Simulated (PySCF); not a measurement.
## P (phosphorus, neutral) across methods

[Ne] 3s2 3p3, high-spin 4S determinant. All numbers are calculated (PySCF 2.14, scalar relativity by spin-free X2C-1e, in x2c-QZVPPall (9s6p4d2f1g, 70 functions)).

```json
{"method": "r2SCAN0", "E (hartree)": "-342.0696", "mean ε 3s α (eV)": "-17.542", "mean ε 3s β (eV)": "-13.123", "mean ε 3p α (eV)": "-7.795", "Σ⟨r²⟩ (bohr²)": "29.89", "⟨S²⟩": "3.750"}
{"method": "CAM-B3LYP", "E (hartree)": "-342.1087", "mean ε 3s α (eV)": "-18.528", "mean ε 3s β (eV)": "-14.885", "mean ε 3p α (eV)": "-8.680", "Σ⟨r²⟩ (bohr²)": "30.11", "⟨S²⟩": "3.750"}
{"method": "wB97X", "E (hartree)": "-342.0911", "mean ε 3s α (eV)": "-19.836", "mean ε 3s β (eV)": "-15.731", "mean ε 3p α (eV)": "-9.764", "Σ⟨r²⟩ (bohr²)": "29.77", "⟨S²⟩": "3.752"}
{"method": "LDA", "E (hartree)": "-340.8182", "mean ε 3s α (eV)": "-14.764", "mean ε 3s β (eV)": "-12.312", "mean ε 3p α (eV)": "-6.274", "Σ⟨r²⟩ (bohr²)": "30.28", "⟨S²⟩": "3.751"}
{"method": "PBE0", "E (hartree)": "-341.9701", "mean ε 3s α (eV)": "-16.966", "mean ε 3s β (eV)": "-13.204", "mean ε 3p α (eV)": "-7.512", "Σ⟨r²⟩ (bohr²)": "29.96", "⟨S²⟩": "3.750"}
{"method": "TPSS", "E (hartree)": "-342.1185", "mean ε 3s α (eV)": "-15.174", "mean ε 3s β (eV)": "-11.957", "mean ε 3p α (eV)": "-6.399", "Σ⟨r²⟩ (bohr²)": "29.92", "⟨S²⟩": "3.751"}
{"method": "UHF", "E (hartree)": "-341.53698", "mean ε 3s α (eV)": "-22.829", "mean ε 3s β (eV)": "-15.219", "mean ε 3p α (eV)": "-10.654", "Σ⟨r²⟩ (bohr²)": "30.19", "⟨S²⟩": "3.751"}
{"method": "PBE", "E (hartree)": "-341.9419", "mean ε 3s α (eV)": "-14.785", "mean ε 3s β (eV)": "-12.062", "mean ε 3p α (eV)": "-6.267", "Σ⟨r²⟩ (bohr²)": "30.14", "⟨S²⟩": "3.750"}
```

Q: Estimate the same row for r2SCAN.

A: E (hartree) = -342.0725; mean ε 3s α (eV) = -15.669; mean ε 3s β (eV) = -12.008; mean ε 3p α (eV) = -6.682; Σ⟨r²⟩ (bohr²) = 29.92; ⟨S²⟩ = 3.750.
